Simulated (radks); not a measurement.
Species: a nucleus of charge 76.4 with 75 electrons. Configuration: [Xe] 4f14 5d7. Method: Dirac Kohn-Sham, PBE, spin-unpolarised, spherical densities, point nucleus; open shells are shared between the two j in proportion to 2j + 1; computed with a radial shooting solver on a logarithmic mesh with Libxc functionals.

Spin-orbit splittings of the eigenvalues, e(l+1/2) - e(l-1/2), with zeta = 2 splitting/(2l+1) and mean radii in bohr:

[
 {"shell": "2p", "occ.": "6", "splitting (eV)": "1569", "zeta (eV)": "1046", "<r> j=l-1/2": "0.06085", "<r> j=l+1/2": "0.06909"},
 {"shell": "3p", "occ.": "6", "splitting (eV)": "342.8", "zeta (eV)": "228.5", "<r> j=l-1/2": "0.1821", "<r> j=l+1/2": "0.1973"},
 {"shell": "3d", "occ.": "10", "splitting (eV)": "74.17", "zeta (eV)": "29.67", "<r> j=l-1/2": "0.1722", "<r> j=l+1/2": "0.1769"},
 {"shell": "4p", "occ.": "6", "splitting (eV)": "80.74", "zeta (eV)": "53.83", "<r> j=l-1/2": "0.4320", "<r> j=l+1/2": "0.4657"},
 {"shell": "4d", "occ.": "10", "splitting (eV)": "14.97", "zeta (eV)": "5.986", "<r> j=l-1/2": "0.4782", "<r> j=l+1/2": "0.4895"},
 {"shell": "4f", "occ.": "14", "splitting (eV)": "2.928", "zeta (eV)": "0.8364", "<r> j=l-1/2": "0.5440", "<r> j=l+1/2": "0.5520"},
 {"shell": "5p", "occ.": "6", "splitting (eV)": "12.67", "zeta (eV)": "8.445", "<r> j=l-1/2": "1.088", "<r> j=l+1/2": "1.190"},
 {"shell": "5d", "occ.": "7", "splitting (eV)": "1.135", "zeta (eV)": "0.4539", "<r> j=l-1/2": "1.693", "<r> j=l+1/2": "1.758"}
]
